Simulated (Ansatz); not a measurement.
BH2I (SMILES BI) moved off its minimum; all values from Ansatz (a first-principles code), cores frozen in correlated methods. Elements past Kr take the def2 small-core potentials, without spin–orbit coupling.
(charge 0, multiplicity 1)
```xyz
4

B     -1.0394    -1.5274     0.3147
H     -0.5385    -2.3580     1.0902
H     -2.3245    -1.5302    -0.2305
I      0.1973     0.1833    -0.0552
```

Problem. Give the forces (eV/Å), the total energy and the dipole at CCSD(T)/def2-TZVPPD.

Solution. 
```json
[
 {"atom": "B1", "Fx": "-1.912", "Fy": "-0.114", "Fz": "-0.297"},
 {"atom": "H2", "Fx": "-0.715", "Fy": "0.618", "Fz": "-0.892"},
 {"atom": "H3", "Fx": "2.940", "Fy": "-0.144", "Fz": "1.215"},
 {"atom": "I4", "Fx": "-0.313", "Fy": "-0.360", "Fz": "-0.027"}
]
```
Energy -322.7893 hartree, dipole 0.31 D.
